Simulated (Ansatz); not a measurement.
Reaction (formal exchange of groups at the Sn–Cl bond): `[F][Sn]([F])([F])[Cl]` + `C=CC(=C)CC` → `C=[CH][Sn]([F])([F])[F]` + `C=C(Cl)CC`

Gas-phase electronic energies from Ansatz, PBE0-D4/def2-TZVP geometries. CBS: MP2 limit from def2 TZ/QZ plus the TZ coupled-cluster correction, frozen cores. DFT in def2-TZVPP. HSE06 is defined as in plane-wave codes. def2 core potentials past Kr. For Sn outer-core shells are correlated without core-valence functions, which leaves a few kJ/mol of doubt a bond. Each species was taken in one conformer, which may not be the lowest.

(1) Is it downhill or uphill in electronic energy at CCSD(T)/CBS, and by how much? (Estimate.)

(2) What do these levels give: revPBE-D4, BLYP-D4, HSE06-D4, PBE, r2SCANh, r2SCAN0, LC-ωPBE, CCSD/def2-SVP, MP2/def2-TZVPP, CCSD(T)/def2-TZVPP, MP2/def2-QZVPP, CCSD/CBS(def2)? (Estimate.)

Largest T1 diagnostic among the species: 0.014.

Results:

(1) Computed: Uphill: ΔE = +25.3 kcal/mol.

(2) Ansatz gave: revPBE-D4 25.2, BLYP-D4 24.6, HSE06-D4 25.8, PBE 24.2, r2SCANh 26.4, r2SCAN0 26.6, LC-ωPBE 24.1, CCSD/def2-SVP 26.8, MP2/def2-TZVPP 25.0, CCSD(T)/def2-TZVPP 24.7, MP2/def2-QZVPP 25.6, CCSD/CBS(def2) 25.4 kcal/mol.

Leaving LDA and LC-ωPBE aside and taking each functional with its dispersion term where it has one, the values, not all of them listed here, spread over 4.6 kcal/mol, from PBE-D4 to B97M-V. From BLYP to BHLYP (50 % exact exchange), in def2-TZVPP and without D4, ΔE moves by +2.8 kcal/mol. At CCSD(T), def2-SVP lies +1.6 kcal/mol from the extrapolated value and def2-TZVPP −0.6 kcal/mol.
